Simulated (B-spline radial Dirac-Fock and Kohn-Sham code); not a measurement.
Dipole and non-dipole photoemission parameters of Co⁵⁺ 2s

System: Co⁵⁺, 1s2 2s2 2p6 3s2 3p6 3d4; threshold 1019.8 eV (orbital energy of the model). These are calculated numbers from a radial atomic solver; the model is Dirac-Hartree-Slater photoionisation with a Latter tail; cross sections with all multipoles, angular parameters from the dipole term and its interference with E2.

For linearly polarised light dσ/dΩ = σ/(4π) [1 + β P₂(cos θ) + (δ + γ cos²θ) sin θ cos φ], with θ from the polarisation vector and φ the angle between the beam and the projection of the electron momentum on the plane normal to the polarisation.

```tsv
hν (eV)	σ (kb)	β	γ
1253.6	87.6	1.999	0.160
1300	82.7	1.999	0.111
1480	67.2	1.999	-0.005
1700	52.9	1.999	-0.055
2680	22.5	1.999	0.072
2830	20.2	1.999	0.106
2984.4	18.1	1.999	0.143
3420	13.7	1.999	0.246
4000	9.82	1.999	0.383
4840	6.45	1.999	0.576
5414.7	5.00	1.999	0.700
6460	3.33	1.999	0.906
6820	2.93	1.999	0.973
8047.8	?	?	?
11100	0.888	1.999	1.649
12000	0.729	1.999	1.769
```

Question: Give the values at Cu Kα (8047.8 eV).

Answer: σ = 1.97 kb, β = 1.999, γ = 1.187. For an s subshell δ is negligible.
